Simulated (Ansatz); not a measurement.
A run for Ansatz (an electronic-structure program): R-SVWN5/def2-TZVPP on H6Mo (SMILES [MoH6]). Elements past Kr take the def2 small-core potentials; no spin–orbit coupling.

Ansatz 0.2 input:
```yaml
crystal:
  periodic: [false, false, false]
  atoms:
    - {symbol: Mo, position_ang: [-0.00000234, -0.00000000, 0.00000000]}
    - {symbol: H, position_ang: [1.33973039, 0.00000000, 1.06843576]}
    - {symbol: H, position_ang: [-0.66986461, 1.16022867, 1.06845958]}
    - {symbol: H, position_ang: [-0.66986461, -1.16022867, 1.06845958]}
    - {symbol: H, position_ang: [1.33973039, 0.00000000, -1.06843576]}
    - {symbol: H, position_ang: [-0.66986461, 1.16022867, -1.06845958]}
    - {symbol: H, position_ang: [-0.66986461, -1.16022867, -1.06845958]}
basis:
  gaussian:
    orbitals: def2-TZVPP
hamiltonian:
  xc: {name: SVWN5}
scf: {lower_state_search: off}
```

Output:

```
WARN ansatz: RAYON_NUM_THREADS=4 ignored (pool sized by the plan → 4); use --threads N
Functional definition: SVWN5
these checks for a lower state are left out or cut short: stability, starts, cluster_reference, orbital_swaps, neighbouring_geometries, increment
integrals: 0.03 GiB planned
653 factors; their error is unknown
mean field: 0.40 GiB planned
mean field evaluation 1: about -1942.6586 eV, gradient 1.4e1 eV
mean field evaluation 2: about -1942.8074 eV, gradient 1.5e1 eV
mean field evaluation 4: about -1943.4446 eV, gradient 1.2e0 eV
mean field evaluation 8: about -1943.4417 eV, gradient 3.2e-2 eV
mean field evaluation 16: about -1943.4418 eV, gradient 3.2e-6 eV
mean field -1943.44175082 eV, -71.4201670304 hartree, gradient 3.0e-6 eV, S^2 0.000000; 0 other end points of the search recorded, 0 dependent functions left out
reference -1943.44180818 eV, -71.4201691384 hartree; 10, 10 occupied and 130, 130 virtual orbitals, 653 factors
Total energy: -1943.44180818 eV, -71.4201691384 hartree
Checks for a lower state left out: stability, starts, cluster_reference, orbital_swaps, neighbouring_geometries, increment
```

Self-consistency was reached.

Cost: very roughly 1.3 core-seconds.
